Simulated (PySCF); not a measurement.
## How methods differ on the ionisation energy of W³⁺

W³⁺ [Xe] 4f14 5d3 [5d3/2^3, M_J = 3/2] → W⁴⁺ [Xe] 4f14 5d2 [5d3/2^2, M_J = 2], as a difference of total energies. All numbers are calculated (PySCF 2.14, the two-component X2C-1e Hamiltonian, in x2c-SVPall-2c). "Screened" scales the spin-orbit matrix elements by Boettger's factors to mimic the two-electron term; Breit and QED terms are absent.

```
                   method  ionisation energy (eV)
          GHF (spin-free)                  37.319
GHF (screened spin-orbit)                  37.108
```

The spin-free rows relax to the high-spin LS determinant and lack the spin-orbit shift.

Errors of the correlated levels include the incompleteness of this basis and the frozen core.

The labels give the starting determinants; with spin-orbit coupling the two ends relaxed to ⟨J²⟩ = 5.46, ⟨L²⟩ = 11.56, ⟨S²⟩ = 3.56 and ⟨J²⟩ = 6.31, ⟨L²⟩ = 11.22, ⟨S²⟩ = 1.82.

The determinant of W³⁺ and of W⁴⁺ mixes levels of different J (the jj label is only the starting occupation), so the difference between spin-free and spin-orbit rows is not the physical spin-orbit shift.

For comparison: 38.2 ± 0.4 eV (semi-empirical (NIST evaluation); NIST Atomic Spectra Database, ionization energies).
